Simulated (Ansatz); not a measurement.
`NC[SiH2]P`, relaxed with RKS PBE0-D4/def2-TZVP in the Gaussian-basis code of Ansatz from a PBE-D4/def2-SVP geometry. The force threshold is 0.005 eV/Å; the program also tests the step.

The species carries charge 0 and has multiplicity 1.

Start:

```xyz
12

N    -0.884   -1.609   -0.489
C    -0.031   -0.590   -1.094
Si   -0.153    1.032   -0.103
P     0.446    0.525    2.047
H    -0.814   -2.498   -0.999
H    -0.583   -1.807    0.474
H     1.056   -0.849   -1.214
H    -0.396   -0.361   -2.121
H    -1.569    1.540   -0.068
H     0.736    2.082   -0.720
H     1.857    0.651    1.774
H     0.336    1.884    2.515
```

```
step  energy (eV)  largest force (eV/Å)  largest move (Å)
   1  -19815.4607                 0.617             0.000
   2  -19815.5045                 0.257             0.028
   3  -19815.5093                 0.052             0.029
   4  -19815.5097                 0.037             0.021
   5  -19815.5099                 0.036             0.021
   6  -19815.5100                 0.014             0.009
   7  -19815.5101                 0.008             0.002
   8  -19815.5101                 0.005             0.002
```

End:

```xyz
12

N    -0.873   -1.611   -0.500
C    -0.031   -0.580   -1.090
Si   -0.139    1.013   -0.091
P     0.461    0.544    2.038
H    -0.806   -2.481   -1.013
H    -0.603   -1.804    0.457
H     1.030   -0.855   -1.212
H    -0.403   -0.348   -2.094
H    -1.538    1.513   -0.050
H     0.732    2.049   -0.714
H     1.853    0.676    1.786
H     0.318    1.884    2.484
```

It took 21 s on 4 threads of an Arm Neoverse V2 on a shared host, with 0.46 GiB of host memory at the peak.
